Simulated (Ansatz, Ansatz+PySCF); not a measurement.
```xyz
5

C     0.0811   -0.0141   -0.6705
O     0.0237   -0.0937    0.6556
H    -0.0319    0.8123    1.0183
H     0.0846   -1.0133   -1.1106
H    -0.4309    0.8418   -1.2370
```

Basis set: def2-SVP (spherical functions). Correlated methods keep 2 orbitals frozen. Correlation on ROHF uses semicanonical orbitals with singles. Charge 0, multiplicity 2.

Computed with Ansatz (development build ahead of 0.2.0); each method stands on the lowest determinant of its kind that the runs found. Restricted functionals stand beside restricted open-shell atoms, which can lie above the unrestricted atoms usual in DFT and then raise those values.

The atomization energy at this shape (free ground-state atoms in the same class of orbitals less the molecule, no zero-point energy) of doublet CH3O:

```csv
method,atomization energy
ωB97X (unrestricted),17.67 eV
ωB97X (restricted open-shell),17.78 eV
r²SCAN (unrestricted),17.85 eV
r²SCAN (restricted open-shell),17.96 eV
PBE0 (unrestricted),17.77 eV
PBE0 (restricted open-shell),17.83 eV
PBE (unrestricted),18.23 eV
PBE (restricted open-shell),18.29 eV
ROHF-CCSD(T),16.67 eV
ROHF-MP2,16.84 eV
ROHF,12.68 eV
```

(1) What does UHF give?

Results:

(1) 12.53 eV.
